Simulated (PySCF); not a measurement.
# Electronic absorption of C4H12O4Si

Species: C4H12O4Si.
Numbering: `[CH3:1][O:2][Si:3]([O:4][CH3:5])([O:6][CH3:7])[O:8][CH3:9]` (hydrogens: H10, H11, H12 on C1; H13, H14, H15 on C5; H16, H17, H18 on C7; H19, H20, H21 on C9)

Theory: PySCF 2.14.0, density-fitted response routines, TDDFT CAM-B3LYP/def2-SVPD, vertical, gas phase, core orbitals frozen in the response. Geometry: PBE0-D3(BJ)/def2-SVP, one conformer, isolated molecule. Torsions of this conformer, `[CH3:1][O:2][Si:3]([O:4][CH3:5])([O:6][CH3:7])[O:8][CH3:9]`: C1–O2–Si3–O4 44°, O2–Si3–O4–C5 -166°, O2–Si3–O6–C7 -43°, O2–Si3–O8–C9 -74°.

```json
{"state": "S1", "E (eV)": "7.75", "ν̃ (cm⁻¹)": "62520", "f": "0.0006", "main configurations (H = HOMO, L = LUMO)": "H→L (76%)"}
{"state": "S2", "E (eV)": "7.77", "ν̃ (cm⁻¹)": "62650", "f": "0.0007", "main configurations (H = HOMO, L = LUMO)": "H-1→L (76%)"}
{"state": "S3", "E (eV)": "8.00", "ν̃ (cm⁻¹)": "64540", "f": "0.0000", "main configurations (H = HOMO, L = LUMO)": "H-2→L (69%)"}
{"state": "S4", "E (eV)": "8.19", "ν̃ (cm⁻¹)": "66090", "f": "0.0045", "main configurations (H = HOMO, L = LUMO)": "H-3→L (61%), H-2→L+1 (12%)"}
{"state": "S5", "E (eV)": "8.51", "ν̃ (cm⁻¹)": "68610", "f": "0.0005", "main configurations (H = HOMO, L = LUMO)": "H-4→L (51%), H-5→L (12%)"}
{"state": "S6", "E (eV)": "8.51", "ν̃ (cm⁻¹)": "68670", "f": "0.0006", "main configurations (H = HOMO, L = LUMO)": "H-5→L (51%), H-4→L (12%)"}
{"state": "S7", "E (eV)": "8.55", "ν̃ (cm⁻¹)": "68970", "f": "0.0087", "main configurations (H = HOMO, L = LUMO)": "H→L+2 (26%), H-1→L+3 (22%), H-6→L (16%)"}
{"state": "S8", "E (eV)": "8.68", "ν̃ (cm⁻¹)": "70020", "f": "0.0000", "main configurations (H = HOMO, L = LUMO)": "H→L+3 (28%), H-1→L+2 (27%), H-2→L+4 (13%)"}
{"state": "S9", "E (eV)": "8.73", "ν̃ (cm⁻¹)": "70440", "f": "0.012", "main configurations (H = HOMO, L = LUMO)": "H→L+1 (26%), H-1→L+4 (20%), H-2→L+2 (14%)"}
{"state": "S10", "E (eV)": "8.74", "ν̃ (cm⁻¹)": "70460", "f": "0.011", "main configurations (H = HOMO, L = LUMO)": "H-1→L+1 (26%), H→L+4 (21%), H-2→L+3 (14%)"}
```

Triplets (Tamm–Dancoff): T1 7.55 eV, H→L (68%), H→L+4 (8%); T2 7.56 eV, H-1→L (68%), H-1→L+4 (8%); T3 7.81 eV, H-2→L (64%); T4 7.99 eV, H-3→L (56%), H-2→L+1 (11%).

The lowest singlet lies at 7.75 eV (160 nm, vacuum ultraviolet) and is very weak; its leading configuration is HOMO→LUMO (76%). The strongest level in the table is S9/S10 at 8.73 eV (142 nm, f = 0.023 summed). It is the last of those listed, so stronger ones may follow. S5/S6 and S9/S10 lie within about 0.01 eV of each other in each set. Löwdin shares by element: HOMO (one of a set within 0.03 eV) oxygen 58% or more, carbon 13% or more (atoms not listed hold the other 30%); LUMO carbon 27% or more, silicon 18% (atoms not listed hold the other 55%). The oscillator strengths of these states sum to 0.039; summed over the whole spectrum of an exact calculation they would give the number of electrons, 82 (Thomas–Reiche–Kuhn). Weighted by f, the mean energy of these states is 8.59 eV. The listed states span 0.98 eV, and the widest gap between neighbours is 0.31 eV (S4 to S5). No computed singlet lies in the visible range (380 to 750 nm); the lowest, at 160 nm, stands 4.49 eV above its violet end (3.26 eV). All these states lie below the vertical ionisation energy of 10.27 eV (ΔSCF). Orbitals of the list HOMO-3 to LUMO+2 that lie within 0.01 eV of each other are written together with a slash and their weights summed (≥ marks a lower bound); for degenerate orbitals outside that list single weights are arbitrary. Only the lowest 10 singlets were computed, as vertical energies without vibronic structure.
